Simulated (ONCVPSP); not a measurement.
**Transferability test, ONCV potential for oxygen**

- Element: O
- Generator: ONCVPSP 4.0.1
- Type: optimised norm-conserving Vanderbilt (ONCV)
- Functional: LDA (Perdew-Zunger)
- Relativity: scalar-relativistic
- Frozen core: [He]
- Valence charge: 6
- Reference configuration: 2s2 2p4
- Partial waves: 2s: rc 0.95 bohr, ncon 4, nbas 9, qcut 8.1 1/bohr, 2 projectors, debl 3.4 Ha; 2p: rc 2.10 bohr, ncon 4, nbas 7, qcut 7.5 1/bohr, 2 projectors, debl 3.2 Ha
- Local potential: polynomial inside 0.90 bohr (lpopt 5, dvloc0 6 Ha)
- Core correction: polynomial model core, fcfact 0.45

Energies are relative to the spin-unpolarised reference configuration 2s2 2p4; without spin polarisation the order of configurations can differ from experiment.

```json
{"valence configuration": "2s2 2p2", "charge": "+2", "ΔE all-electron (eV)": "50.292", "error AE − PS (meV)": "+811"}
{"valence configuration": "2s2 2p1", "charge": "+3", "ΔE all-electron (eV)": "104.255", "error AE − PS (meV)": "+2803"}
```

What are ΔE and the potential's error for 2s2 2p3?

ΔE = 16.584 eV all-electron; the error (AE − PS) is +114 meV.

What are ΔE and the potential's error for 2s2 2p3.5?

ΔE = 6.366 eV all-electron; the error (AE − PS) is +19 meV.

Levels in the configuration 2s2 2p1:

| level | all-electron (eV) | pseudo (eV) |
| --- | --- | --- |
| 2s | -79.102 | -77.778 |
| 2p | -65.038 | -62.086 |
